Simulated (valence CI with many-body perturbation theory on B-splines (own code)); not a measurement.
# Energy levels of Xe²³⁺

Computed by valence CI with perturbative core correlation (CI+MBPT): three valence electrons over a frozen Dirac-Fock core [Ar] 3d10, a basis of 11 s, 11 p, 10 d, 8 f, 5 g, 2 h functions for each j, with the one-electron correlation potential Σ1 (screened to all orders), the two-electron term Σ2, the three-electron term Σ3, Breit, model QED; selected single and double excitations, second order for the rest, scaled by the run's own slope (own B-spline code, finite nucleus).

No measured spectrum was set against this ion. As an estimate, levels hold to about 250 cm⁻¹ or 0.2 % of their energy and the worst to 1 %, as in measured heavy ions of charge 2 to 7; those with d or f electrons hold less well.

Levels 136 to 179 of 179, with energies above the lowest level, 4s2 4p 2P°_1/2. "Leading %" is the weight of the configuration and term that name the level; weights of strongly mixed levels are sums over their largest components and can fall short. In the jj column 3d3/2^4 stands for four electrons in 3d with j = 3/2.

```csv
No.,Configuration,Term,J,E (cm⁻¹),Leading %,Leading jj,Second component,g
136,4p2 4f,2G°,9/2,2610700,52,4p1/2 4p3/2 4f7/2 (82 %),39 % 4p2 4f 4F°,1.198
137,4p2 4f,4F°,5/2,2611500,28,4p1/2 4p3/2 4f5/2 (79 %),21 % 4p2 4f 4G°,0.925
138,4p2 4f,2F°,7/2,2618300,32,4p1/2 4p3/2 4f7/2 (33 %),21 % 4p 4d2 4F°,1.200
139,4p2 4f,4F°,3/2,2619100,54,4p1/2 4p3/2 4f5/2 (83 %),24 % 4p2 4f 4D°,0.675
140,4p2 4f,2D°,3/2,2623600,20,4p1/2 4p3/2 4f5/2 (60 %),17 % 4p2 4f 4D°,0.900
141,4p2 4f,4D°,1/2,2624200,40,4p1/2 4p3/2 4f5/2 (58 %),24 % 4p2 4f 2P°,0.269
142,4p2 4f,2D°,5/2,2624600,36,4p1/2 4p3/2 4f7/2 (54 %),34 % 4p2 4f 4D°,1.212
143,4p 4d2,4G°,11/2,2642600,73,4p3/2 4d5/2^2 (80 %),15 % 4p2 4f 2H°,1.226
144,4p 4d2,4D°,5/2,2652700,16,4p3/2 4d5/2^2 (33 %),12 % 4p 4d2 2F°,1.095
145,4p 4d2,2P°,1/2,2653400,81,4p1/2 4d5/2^2 (70 %),9 % 4p 4d2 4D°,0.641
146,4p2 4f,2G°,9/2,2659500,34,4p1/2 4p3/2 4f5/2 (33 %),32 % 4p 4d2 2H°,1.036
147,4p 4d2,2F°,7/2,2661100,40,4p3/2 4d3/2 4d5/2 (64 %),26 % 4p 4d2 4F°,1.160
148,4p 4d2,4G°,9/2,2666100,30,4p3/2 4d3/2 4d5/2 (71 %),29 % 4p 4d2 4F°,1.208
149,4p2 4f,2F°,5/2,2671200,30,4p3/2 4d3/2 4d5/2 (40 %),16 % 4p 4d2 4D°,1.102
150,4p 4d2,2P°,3/2,2672200,36,4p3/2 4d3/2 4d5/2 (32 %),12 % 4p2 4f 4D°,1.058
151,4p 4d2,2G°,7/2,2673700,34,4p3/2 4d3/2^2 (30 %),12 % 4p2 4f 4D°,1.101
152,4p 4d2,2S°,1/2,2683300,57,4p3/2 4d3/2 4d5/2 (78 %),36 % 4p 4d2 4P°,2.146
153,4p 4d2,4D°,7/2,2684300,51,4p3/2 4d5/2^2 (49 %),13 % 4p 4d2 2F°,1.261
154,4p 4d2,4P°,5/2,2685900,45,4p3/2 4d3/2 4d5/2 (49 %),8 % 4p 4d2 4D°,1.313
155,4p2 4f,2D°,3/2,2689400,28,4p1/2 4p3/2 4f7/2 (55 %),26 % 4p2 4f 2P°,0.976
156,4p2 4f,2H°,9/2,2694800,33,4p3/2 4d5/2^2 (41 %),28 % 4p 4d2 4F°,1.099
157,4s 4p 5s,4P°,1/2,2695300,90,4s 4p1/2 5s (98 %),8 % 4s 4p 5s 2P°,2.479
158,4p 4d2,2F°,5/2,2697900,22,4p3/2 4d3/2^2 (33 %),17 % 4p 4d2 4F°,1.067
159,4p2 4f,4G°,11/2,2698100,45,4p3/2 4d3/2 4d5/2 (50 %),45 % 4p 4d2 2H°,1.183
160,4p 4d2,4D°,3/2,2700700,49,4p3/2 4d3/2^2 (38 %),23 % 4p2 4f 2D°,1.006
161,4p 4d2,4D°,5/2,2702700,26,4p3/2 4d3/2 4d5/2 (51 %),21 % 4p 4d2 4P°,1.243
162,4p 4d2,4D°,1/2,2703100,64,4p3/2 4d3/2^2 (35 %),28 % 4p2 4f 2P°,0.222
163,4p 4d2,4D°,7/2,2704800,55,4p3/2 4d3/2 4d5/2 (56 %),19 % 4p 4d2 4F°,1.286
164,4p 4d2,2F°,7/2,2711600,50,4p3/2 4d5/2^2 (25 %),17 % 4p2 4f 2G°,1.091
165,4p 4d2,4S°,3/2,2716900,54,4p3/2 4d3/2^2 (41 %),22 % 4p 4d2 4P°,1.761
166,4s 4p 5s,4P°,3/2,2718700,78,4s 4p1/2 5s (89 %),20 % 4s 4p 5s 2P°,1.645
167,4p 4d2,2F°,7/2,2733400,28,4p3/2^2 4f7/2 (38 %),26 % 4p2 4f 4F°,1.171
168,4p 4d2,2G°,9/2,2734200,35,4p3/2 4d5/2^2 (28 %),12 % 4p2 4f 2H°,1.133
169,4p 4d2,2P°,1/2,2737400,57,4p3/2 4d5/2^2 (40 %),25 % 4p2 4f 4D°,0.549
170,4p 4d2,2D°,3/2,2739000,42,4p3/2 4d3/2 4d5/2 (61 %),11 % 4p 4d2 4S°,1.035
171,4s 4p 5s,2P°,1/2,2739400,88,4s 4p1/2 5s (87 %),5 % 4s 4p 5s 4P°,0.765
172,4p 4d2,2D°,5/2,2746600,57,4p3/2 4d3/2 4d5/2 (48 %),10 % 4s 4d 4f 2D°,1.182
173,4p2 4f,4F°,9/2,2752100,40,4p3/2^2 4f7/2 (76 %),19 % 4p2 4f 2G°,1.210
174,4p 4d2,2G°,7/2,2753700,39,4p1/2 4p3/2 4f5/2 (18 %),24 % 4p2 4f 2F°,1.005
175,4p 4d2,2F°,5/2,2756300,41,4p3/2 4d3/2 4d5/2 (31 %),22 % 4p2 4f 2F°,0.946
176,4p2 4f,2D°,3/2,2763200,42,4p3/2^2 4f5/2 (55 %),16 % 4p2 4f 4F°,0.871
177,4p 4d2,2P°,3/2,2774400,36,4p3/2 4d3/2 4d5/2 (37 %),35 % 4p 4d2 2D°,1.080
178,4p2 4f,2F°,5/2,2776100,20,4p3/2^2 4f5/2 (66 %),17 % 4p2 4f 4D°,1.027
179,4p2 4f,2H°,11/2,2778500,36,4p3/2^2 4f7/2 (59 %),27 % 4p2 4f 4G°,1.144
```

Names give the largest LS component (configuration and term), which can be under half, so a name can repeat, a term be missing and a line seem to break the LS rules; names also repeat where a configuration has a term twice.

Where two levels of one J and parity lie close, their mixing, g and order are uncertain.
